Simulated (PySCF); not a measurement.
## ¹⁹F chemical shifts

[PySCF 2.14.0 with density-fitted response routines: structure optimised with GFN2-xTB; PBE0/pcSseg-1 with gauge-including orbitals; no relativistic terms; rapidly exchanging positions averaged; no solvent model; a single conformation]

Shieldings were converted by a linear fit to measured shifts: ¹⁹F: δ = 146.13 − 0.903σ +14.6 on sp3 carbon (rms 6.0 ppm, 223 shifts, 7.0 ppm with the 5 outliers that the fit left out vs CFCl3, solution or neat liquid). A few per cent of atoms miss by over 2 rms, more outside the fitted compound classes.

Task: Give the ¹⁹F shifts of `N#CC1=C[SiH2][C@@]1(F)C#N`, `C#CCC#CC(F)=C(F)F`.

Result: 
```json
{"compound": "N#CC1=C[SiH2][C@@]1(F)C#N", "environment": "fluorine on an sp3 carbon", "δ (ppm)": "-173.2"}
{"compound": "[CH:1]#[C:2][CH2:3][C:4]#[C:5][C:6]([F:7])=[C:8]([F:9])[F:10]", "environment": "F10: vinylic fluorine", "δ (ppm)": "-85.7"}
{"compound": "[CH:1]#[C:2][CH2:3][C:4]#[C:5][C:6]([F:7])=[C:8]([F:9])[F:10]", "environment": "F9: vinylic fluorine", "δ (ppm)": "-109.5"}
{"compound": "[CH:1]#[C:2][CH2:3][C:4]#[C:5][C:6]([F:7])=[C:8]([F:9])[F:10]", "environment": "F7: vinylic fluorine", "δ (ppm)": "-179.3"}
```

Task: Order these by ¹⁹F shift, lowest first.
A. C=C[C@@H]1C[C@@H](F)CC[SiH2]1
B. CC(C)F
C. C#CC#C/C=C/C(F)(F)F
D. N#CC1=C(Cl)[C@@H]1F
E. C=C=C[C@H](CF)CC[SiH3]
F. FC(F)(F)p1cccc1

Result: E (-235.8 ppm, fluorine on an sp3 carbon), A (-197.9 ppm, fluorine on an sp3 carbon), B (-174.8 ppm, fluorine on an sp3 carbon), D (-142.9 ppm, fluorine on an sp3 carbon), C (-67.2 ppm, fluorine of a CF3 group), F (-49.6 ppm, fluorine of a CF3 group).
